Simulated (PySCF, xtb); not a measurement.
H7NSi2, SMILES [SiH3]N[SiH3] (connectivity only; charge and spin as stated), charge +1, multiplicity 2.

Harmonic wavenumbers (cm⁻¹) from xtb with GFN2-xTB at its own minimum, in rising order: 58, 99, 213, 391, 487, 497, 506, 516, 613, 615, 642, 662, 675, 710, 737, 886, 1141, 2082, 2084, 2131, 2152, 2368, 2378, 3381.

### Question
What does PBE-D3(BJ)/def2-SVP (PySCF 2.14.0) give at its own minimum? (An estimate is asked for; the answer gives what the named calculation found.)

### Answer
24, 73, 189, 454, 459, 516, 568, 647, 702, 734, 786, 836, 842, 853, 858, 879, 1137, 2123, 2124, 2133, 2138, 2262, 2266, 3374. Paired by order, the mean absolute difference is 70 cm⁻¹ and the zero-point energies are 37.2 and 38.6 kcal/mol.
